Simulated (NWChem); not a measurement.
Species: BH3O; SMILES BO

Computed with NWChem. Geometry: optimised at PBE0-D3(BJ)/def2-TZVP. Vertical excitations in the gas phase; the lowest state need not have the same character in each row.

For level B3LYP/aug-cc-pVDZ, full TDDFT:

```yaml
lowest excitation, singlet (eV): 6.38
lowest state with f > 0.02, singlet (eV): 8.34
orbital gap (eV): 7.87
```

Q: What are these values for level PBE/aug-cc-pVDZ, full TDDFT?

A: The lowest excitation, singlet (eV) is 6.05, the lowest state with f > 0.02, singlet (eV) is 7.80 and the orbital gap (eV) is 5.85.
